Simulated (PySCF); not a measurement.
Nuclear quadrupole coupling in `CC(C)[C@H]1CCO[SiH2]1`

Species: C6H14OSi.
Geometry (GFN2-xTB, Å), atoms numbered from 1 in this order:
```
atom  x, y, z in Å
C1    -2.0677   -0.5270   -0.9316
C2    -1.0649   -0.5054    0.2191
C3    -1.7302    0.0664    1.4718
C4     0.1739    0.2994   -0.1735
C5     1.2569    0.3256    0.9119
C6     2.5724    0.6934    0.2278
O7     2.6431    0.0518   -1.0254
Si8    1.1912   -0.3449   -1.6609
H9    -2.4012    0.4830   -1.1606
H10   -1.6146   -0.9478   -1.8261
H11   -2.9390   -1.1233   -0.6690
H12   -0.7574   -1.5363    0.4305
H13   -1.9976    1.1097    1.3127
H14   -1.0654    0.0074    2.3299
H15   -2.6374   -0.4866    1.7076
H16   -0.1440    1.3300   -0.3686
H17    1.3539   -0.6741    1.3418
H18    1.0404    1.0302    1.7154
H19    2.6325    1.7760    0.0662
H20    3.4415    0.3819    0.8140
H21    1.1434   -1.7926   -1.8406
H22    0.9600    0.4025   -2.8931
```

Field gradients from the PBE0/pcSseg-1 density (PySCF, non-relativistic), principal values in atomic units, ordered |Vxx| ≤ |Vyy| ≤ |Vzz|:

| atom | Vxx | Vyy | Vzz |
| --- | --- | --- | --- |
| O7 | -0.5224 | -1.1963 | 1.7188 |

Q: Find the asymmetry η = (Vxx − Vyy)/Vzz and the couplings χ = eQV/h (234.96 MHz × Q in barn × V in au), with Q(17O) = −0.0256 b.

A: 
| atom | environment | nucleus | η | χzz (MHz) | χxx (MHz) | χyy (MHz) |
| --- | --- | --- | --- | --- | --- | --- |
| O7 | silyl ether oxygen | 17O | 0.39 | -10.34 | 3.14 | 7.20 |

Q: What is Vzz at O7 in SI units (1 au = 9.71736 × 10²¹ V/m²)?

A: 1.7188 au = 16.702 × 10²¹ V/m².

Q: And the gradient at the other heavy atoms, for which no coupling is worked out here?

A: 
| atom | environment | Vzz (au) | η |
| --- | --- | --- | --- |
| C1 | methyl carbon | 0.031 | 0.66 |
| C2 | sp3 CH carbon | -0.041 | 0.46 |
| C3 | methyl carbon | 0.040 | 0.21 |
| C4 | sp3 carbon bound to silicon | -0.104 | 0.41 |
| C5 | ring CH2 carbon | -0.046 | 0.84 |
| C6 | sp3 carbon bound to oxygen | 0.401 | 0.15 |
| Si8 | oxygen-bound silicon | 0.510 | 0.05 |

Q: What couplings would deuterons (Q(2H) = 0.00286 b) have in place of the hydrogens, at this geometry?

A: 
| atom | bonded to | bond length (Å) | Vzz (au) | η | χzz (kHz) |
| --- | --- | --- | --- | --- | --- |
| H9 | C1 | 1.088 | 0.3142 | 0.02 | 211 |
| H10 | C1 | 1.087 | 0.3175 | 0.03 | 213 |
| H11 | C1 | 1.088 | 0.3150 | 0.02 | 212 |
| H12 | C2 | 1.096 | 0.2942 | 0.01 | 198 |
| H13 | C3 | 1.089 | 0.3139 | 0.02 | 211 |
| H14 | C3 | 1.087 | 0.3168 | 0.01 | 213 |
| H15 | C3 | 1.088 | 0.3148 | 0.02 | 212 |
| H16 | C4 | 1.096 | 0.3017 | 0.05 | 203 |
| H17 | C5 | 1.093 | 0.3020 | 0.01 | 203 |
| H18 | C5 | 1.090 | 0.3093 | 0.01 | 208 |
| H19 | C6 | 1.096 | 0.2899 | 0.05 | 195 |
| H20 | C6 | 1.094 | 0.2957 | 0.05 | 199 |
| H21 | Si8 | 1.460 | 0.1633 | 0.01 | 110 |
| H22 | Si8 | 1.460 | 0.1634 | 0.02 | 110 |

Geometry: GFN2-xTB, one conformer, isolated molecule. GFN2-xTB bond lengths can be off by several hundredths of an ångström, more for odd bonds, and the gradients follow them. These gradients aren't converged with respect to the basis.
